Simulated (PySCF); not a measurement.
Species: C3H5F3Si.
Atom-mapped SMILES: `[CH2:1]=[CH:2][CH2:3][Si:4]([F:5])([F:6])[F:7]` (hydrogens: H8, H9 on C1; H10 on C2; H11, H12 on C3)

Computed by this run: PBE0-D3(BJ)/def2-SVP geometry optimisation, gas phase in PySCF 2.14.0; density fitting, grid level 1; the optimiser is geomeTRIC in internal coordinates, started from a GFN2-xTB structure with every atom displaced at random (about 0.01 Å).

Geometry at step 1:
```
atom  x, y, z in Å
C1     -1.9767   -0.4197   -0.2963
C2     -0.8367   -0.6286    0.3701
C3      0.1658    0.4318    0.7061
Si4     1.6421    0.3076   -0.4214
F5      2.2993   -1.1560   -0.2826
F6      1.2816    0.5542   -1.9662
F7      2.7266    1.4104    0.0285
H8     -2.2651    0.5796   -0.6310
H9     -2.6618   -1.2394   -0.5339
H10    -0.5755   -1.6506    0.6683
H11    -0.2717    1.4420    0.5971
H12     0.5153    0.3445    1.7505
```

**Question.** What forces act on the atoms?

**Answer.** 
| atom | Fx (eV/Å) | Fy (eV/Å) | Fz (eV/Å) |
| --- | --- | --- | --- |
| C1 | 0.131 | -0.122 | 0.087 |
| C2 | -0.227 | -0.001 | -0.086 |
| C3 | 0.028 | 0.084 | -0.299 |
| Si4 | -0.244 | 0.078 | 0.600 |
| F5 | 0.017 | 0.273 | -0.157 |
| F6 | 0.120 | -0.051 | 0.188 |
| F7 | -0.009 | -0.243 | -0.272 |
| H8 | -0.037 | 0.083 | -0.007 |
| H9 | 0.077 | 0.030 | 0.019 |
| H10 | -0.001 | -0.012 | 0.027 |
| H11 | 0.073 | -0.097 | -0.014 |
| H12 | 0.071 | -0.019 | -0.087 |

The largest, 0.65 eV/Å, acts on Si4; the rms over all components is 0.162 eV/Å. The forces sum to zero within rounding, as they must for an isolated molecule in no field.

**Question.** Give the force on Si4 in Eh/bohr and in nN.

**Answer.** 0.652 eV/Å ÷ 51.422 = 0.01269 Eh/bohr, and 0.652 eV/Å × 1.602 = 1.05 nN.

**Question.** How far is this geometry from the end of the optimisation?

**Answer.** 0.030 eV above it, and 0.031 Å rms away after alignment. The bonds farthest from their final lengths, with half the difference of the two atoms' forces along the bond (positive lengthens):

| bond | now (Å) | final (Å) | force along bond (eV/Å) |
| --- | --- | --- | --- |
| C3–Si4 | 1.862 | 1.844 | -0.38 |
| Si4–F7 | 1.611 | 1.604 | -0.15 |
| Si4–F5 | 1.610 | 1.604 | -0.07 |
| C3–H11 | 1.106 | 1.102 | -0.11 |
| C1=C2 | 1.337 | 1.333 | -0.21 |
| Si4–F6 | 1.605 | 1.602 | +0.15 |

The angle farthest from its final value is C3–Si4–F7, 108.6° against 111.8°.

The cost below is that of the whole optimisation. On Arm Neoverse N1, one thread, no GPU, on a shared host, this took 1.8 min and 0.53 GiB of memory at its peak.
